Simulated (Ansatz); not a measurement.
Geometry optimisation, Ansatz, RKS PBE/def2-SVP.

input.yaml

```yaml
crystal:
  periodic: [false, false, false]
  atoms:
    - { symbol: Ge, position_ang: [-0.071345, -0.118138, -0.037462] }
    - { symbol: F, position_ang: [-0.024135, -0.28311, 1.665672] }
    - { symbol: O, position_ang: [1.536524, -0.172727, -0.756468] }
    - { symbol: H, position_ang: [1.921802, -1.0646, -0.649272] }
    - { symbol: O, position_ang: [-0.921056, 1.34667, -0.523704] }
    - { symbol: H, position_ang: [-1.766117, 1.091391, -0.94346] }
    - { symbol: F, position_ang: [-0.977721, -1.517977, -0.560479] }
    - { symbol: H, position_ang: [1.230877, 2.033347, 1.088063] }
    - { symbol: H, position_ang: [1.00667, 1.579844, 1.603008] }
basis:
  gaussian: { orbitals: def2-SVP }
hamiltonian:
  xc: pbe
relax:
  f_tol: 0.03
  max_steps: 50
```

Command:

```bash
$ ansatz run input.yaml --threads 2 --pin off --max-ram 3072MiB --backend cpu --events-out ev --progress --plain --runs-dir out
```

Task: Where does it end, and by what steps?

Result: It converged. The force dipped under the threshold on the way, but the program's further checks kept it going. After 26 steps the energy has fallen by 0.171 eV; H8 moved furthest, 1.50 Å.

| step | energy less start (eV) | largest force component (eV/Å) | accepted |
| --- | --- | --- | --- |
| 0 | 0.0000 | 1.309 | yes |
| 1 | -0.1055 | 0.495 | yes |
| 2 | -0.1266 | 0.118 | yes |
| 3 | -0.1330 | 0.152 | yes |
| 4 | -0.1366 | 0.319 | yes |
| 5 | -0.1403 | 0.348 | yes |
| 6 | -0.1473 | 0.142 | yes |
| 7 | -0.1494 | 0.133 | yes |
| 8 | -0.1467 | 0.699 | no |
| 9 | -0.1554 | 0.138 | yes |
| 10 | -0.1526 | 0.427 | no |
| 11 | -0.1581 | 0.062 | yes |
| 12 | -0.1597 | 0.127 | yes |
| 13 | -0.1622 | 0.049 | yes |
| 14 | -0.1635 | 0.186 | yes |
| 15 | -0.1657 | 0.062 | yes |
| 16 | -0.1648 | 0.177 | no |
| 17 | -0.1661 | 0.007 | yes |
| 18 | -0.1675 | 0.037 | yes |
| 19 | -0.1681 | 0.184 | yes |
| 20 | -0.1693 | 0.066 | yes |
| 21 | -0.1697 | 0.005 | yes |
| 22 | -0.1704 | 0.026 | yes |
| 23 | -0.1703 | 0.105 | no |
| 24 | -0.1708 | 0.032 | yes |
| 25 | -0.1709 | 0.071 | yes |
| 26 | -0.1711 | 0.025 | yes |

```xyz
9
Properties=species:S:1:pos:R:3
Ge -0.250 -0.286 -0.390
F 0.028 0.170 1.276
O 1.294 -0.522 -1.194
H 1.967 -0.834 -0.558
O -1.160 0.922 -1.287
H -2.119 0.797 -1.149
F -1.189 -1.750 -0.267
H 1.925 2.474 2.342
H 1.439 1.922 2.112
```

Whether the end is a true minimum wasn't checked by a vibrational analysis.

Time of the run: 45 s on 2 threads of Arm Neoverse V2 (shared host), peak memory 0.15 GiB.
